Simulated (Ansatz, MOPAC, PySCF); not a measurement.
Molecule: AlI, net charge 0, singlet state. SMILES: [Al][I]
Structure (B3LYP-D3(BJ)/def2-TZVP (Ansatz, a program for electronic structure) minimum search):
```
Al
I 1 2.5747
```

Wanted: vertical ionisation energy to the doublet, in eV. Set-up: PM7 with its own dispersion and hydrogen-bond terms; six Cartesian d functions in 6-31G* and its kin unless marked 5d; frozen cores in correlated levels (noble-gas shells and the d and f shells of earlier blocks); no spin-orbit coupling; def2 sets with scalar-relativistic core potentials past Kr; LANL2DZ with its own core potentials from Na on; each state is the SCF solution reached for its charge and spin; UHF or UKS for open shells; STO-3G and 3-21G all-electron and non-relativistic. Ab initio and DFT rows: single points at B3LYP-D3(BJ) geometries (Ansatz). Semi-empirical rows: differences of heats of formation at the shared geometry for vertical values.

```
level                                    program  vertical ionisation energy to the doublet (eV)
---------------------------------------  -------  ----------------------------------------------
AM1                                        MOPAC                                            8.51
PM6                                        MOPAC                                            8.87
PM7                                        MOPAC                                            9.61
MNDO                                       MOPAC                                            8.12
PBE/6-31G* with LANL2DZ past Ar           Ansatz                                            8.86
B3LYP/STO-3G                              Ansatz                                            5.97
B3LYP/3-21G                               Ansatz                                            8.84
B3LYP/6-31G* with LANL2DZ past Ar         Ansatz                                            8.96
M06-2X/6-31G* with LANL2DZ past Ar (5d)    PySCF                                            9.98
MP2/6-31G* with LANL2DZ past Ar           Ansatz                                            8.47
PBE/def2-TZVPD                            Ansatz                                            8.70
```

No value to compare with is used here. The 10 habitual levels span 5.97 (B3LYP/STO-3G) to 9.98 eV (M06-2X/6-31G* with LANL2DZ past Ar (5d)); PBE/def2-TZVPD gives 8.70.

The levels are drawn from those run, B3LYP/6-31G* more often than the rest, none by its result; left out are runs that failed, that the program found above a lower state of the same kind, or whose <S^2> lies over 0.5 above the pure value.
